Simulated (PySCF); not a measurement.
Lu²⁺: excitation energy

Lu²⁺ [Xe] 4f14 6s1 (2S) → Lu²⁺ [Xe] 4f14 5d1 (2D), as a difference of total energies. All numbers are calculated (PySCF 2.14, scalar relativity by spin-free X2C-1e, in x2c-TZVPPall with one added diffuse shell each of s, p, d type (12s8p8d2f2g, 108 functions)). Correlated levels: valence: [Kr] 4d10 frozen; valence and next inner shell: [Ar] 3d10 frozen. The calculations carry no spin-orbit coupling.

| method | excitation energy (eV) |
| --- | --- |
| UHF | 1.008 |
| LDA | 1.145 |
| PBE | 1.026 |
| PBE0 | 0.900 |
| r2SCAN | 0.701 |
| M06-2X | 0.988 |
| PW91 | 1.010 |
| revPBE | 0.938 |
| MP2 (valence) | 1.387 |
| SCS-MP2 (valence) | 1.344 |
| MP2 (valence and next inner shell) | 1.358 |
| SCS-MP2 (valence and next inner shell) | 1.320 |

How much does correlation contribute at MP2 (valence and next inner shell)?

1.358 − (1.008) = 0.350 eV, measured against UHF.

A first-order spin-orbit estimate (lowest level to lowest level, LS coupling) adds -0.257 eV.
